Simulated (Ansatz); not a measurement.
`[SiH3]C[O][AlH][SiH3]` + `NC(O)(F)F` → `NC(F)(F)O[SiH3]` + `[AlH2][O]C[SiH3]`  (cleavage of the Si–Al bond)

Calculated with Ansatz (gas phase, PBE0-D4/def2-TZVP geometries, no zero-point term in ΔE). CCSD(T)/CBS adds triple-zeta CCSD(T) − MP2 to the extrapolated MP2 energy (def2 sets, frozen cores). DFT in def2-TZVPP. B3LYP here is the variant with VWN-RPA as its local correlation; programs differ in this. Each species was taken in one conformer, which may not be the lowest.

```csv
level,ΔE (kJ/mol),difference from CCSD(T)/CBS
PBE-D4,-50.9,25.6
r2SCAN-D4,-70.3,6.2
PBE0-D4,-57.3,19.2
ωB97X-V,-76.8,-0.3
ωB97M-V,-81.8,-5.3
B2PLYP,-82.9,-6.4
PBE,-51.7,24.8
B3LYP,-79.1,-2.6
HF/def2-TZVPP,-100.0,-23.5
SCS-MP2/def2-TZVPP,-89.3,-12.8
CCSD/def2-TZVPP,-78.0,-1.5
CCSD(T)/def2-TZVPP,-74.9,1.6
MP2/def2-QZVPP,-87.0,-10.5
HF/CBS(def2),-102.9,-26.4
MP2/CBS(def2),-86.8,-10.3
CCSD/CBS(def2),-79.6,-3.1
CCSD(T)/CBS,-76.5,0
```

Largest T1 diagnostic among the species: 0.014.

From PBE to PBE0 (25 % exact exchange), in def2-TZVPP and without D4, ΔE moves by −6.6 kJ/mol. In def2-TZVPP, CCSD(T) changes the Hartree–Fock value by +25.1 kJ/mol (the triples alone add +3.1 kJ/mol) and MP2 by +14.8 kJ/mol.
